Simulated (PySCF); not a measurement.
## Dipole response of Cu²⁺ (copper, charge +2)

[Ar] 3d9, 2D determinant. Calculation: PySCF 2.14, in aug-cc-pwCVTZ-PP with ECP10MDF; a scalar-relativistic core potential. Coupled (time-dependent) response in atomic units; α is the mean over directions.

```tsv
method	mean α (bohr³)	α xx, yy, zz	C₆ (like pair)	S(−4)
PBE0	2.789	2.677, 2.677, 3.013	7.464	3.956
```

S(−4) is the Cauchy moment in α(ω) = α(0) + S(−4) ω² + …

α(iu) at PBE0:

```csv
u (hartree),α(iu) (bohr³)
0,2.789
0.0500,2.779
0.100,2.750
0.200,2.646
0.300,2.500
0.500,2.180
0.750,1.837
1.00,1.574
1.50,1.199
2.00,0.9437
3.00,0.6263
5.00,0.3345
```

A single London oscillator, α(iu) = α/(1 + u²/ω²), gives C₆ = (3/4) ω α². Matching the computed C₆ needs ω = 4 × 7.464 / (3 × 2.789²) = 1.28 hartree.

For an ion, C₆ is the dispersion term alone; charge-induced terms of lower order in 1/R come first.

The components differ because the open shell of this determinant is not spherical; for a pure term their mean is the scalar polarisability.

Energies and moments cover only the electrons outside the core potential.
